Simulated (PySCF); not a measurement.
Correlation energy of W (tungsten, neutral)

[Xe] 4f14 5d4 6s1 6p1, one real determinant (an excited configuration). All numbers are calculated (PySCF 2.14, a scalar-relativistic core potential, in aug-cc-pVDZ-PP with ECP60MDF). Frozen: 5s2 5p6; 6 electrons correlated.

```
  level  correlation energy (mhartree)
   CCSD                         -55.56
    (T)                          -1.10
CCSD(T)                         -56.66
```

Diagnostics: T1 = 0.017, D1 = 0.0543, largest double amplitude 0.073.

The real determinant used has ⟨L²⟩ near 8 against 12 for a pure F term, so it mixes terms. Spin-orbit coupling, absent here, splits the open shell strongly.

Cost of the coupled-cluster step: about 4 core-seconds, for 6 correlated electrons.

Iterations:

```
CC2 = 0
CCSD nocc = (np.int64(6), np.int64(0)), nmo = (50, 50)
frozen orbitals [[0, 1, 2, 3], [0, 1, 2, 3]]
max_cycle = 100
direct = 0
conv_tol = 1e-08
conv_tol_normt = 1e-06
diis_space = 8
diis_start_cycle = 0
Init t2, MP2 energy = -0.0461501489847773
Init E_corr(UCCSD) = -0.0461501489852776
cycle = 1  E_corr(UCCSD) = -0.0530791042316731  dE = -0.00692895525  norm(t1,t2) = 0.0336422
cycle = 2  E_corr(UCCSD) = -0.0544587465254751  dE = -0.00137964229  norm(t1,t2) = 0.0145553
cycle = 3  E_corr(UCCSD) = -0.0552356488628781  dE = -0.000776902337  norm(t1,t2) = 0.00875961
cycle = 4  E_corr(UCCSD) = -0.0552182282432933  dE = 1.74206196e-05  norm(t1,t2) = 0.00552945
cycle = 5  E_corr(UCCSD) = -0.0554476707781819  dE = -0.000229442535  norm(t1,t2) = 0.00452001
cycle = 6  E_corr(UCCSD) = -0.0554931187581163  dE = -4.54479799e-05  norm(t1,t2) = 0.00241898
cycle = 7  E_corr(UCCSD) = -0.0555451214717711  dE = -5.20027137e-05  norm(t1,t2) = 0.00143491
cycle = 8  E_corr(UCCSD) = -0.0555421653152167  dE = 2.95615655e-06  norm(t1,t2) = 0.00088387
cycle = 9  E_corr(UCCSD) = -0.0555630837514139  dE = -2.09184362e-05  norm(t1,t2) = 0.000477735
cycle = 10  E_corr(UCCSD) = -0.0555628902919268  dE = 1.93459487e-07  norm(t1,t2) = 0.000219642
cycle = 11  E_corr(UCCSD) = -0.0555646063026246  dE = -1.7160107e-06  norm(t1,t2) = 0.000111818
cycle = 12  E_corr(UCCSD) = -0.0555641485685025  dE = 4.57734122e-07  norm(t1,t2) = 6.01298e-05
cycle = 13  E_corr(UCCSD) = -0.0555649536074536  dE = -8.05038951e-07  norm(t1,t2) = 2.59629e-05
cycle = 14  E_corr(UCCSD) = -0.0555648639287172  dE = 8.96787364e-08  norm(t1,t2) = 7.59023e-06
cycle = 15  E_corr(UCCSD) = -0.0555648611421059  dE = 2.78661129e-09  norm(t1,t2) = 1.86651e-06
cycle = 16  E_corr(UCCSD) = -0.0555648642446365  dE = -3.10253057e-09  norm(t1,t2) = 7.37777e-07
UCCSD converged
E(UCCSD) = -66.69219545998637  E_corr = -0.05556486424463648
UCCSD(T) correction = -0.00110421213913201
```

The reference is one real determinant that mixes LS terms of this configuration.
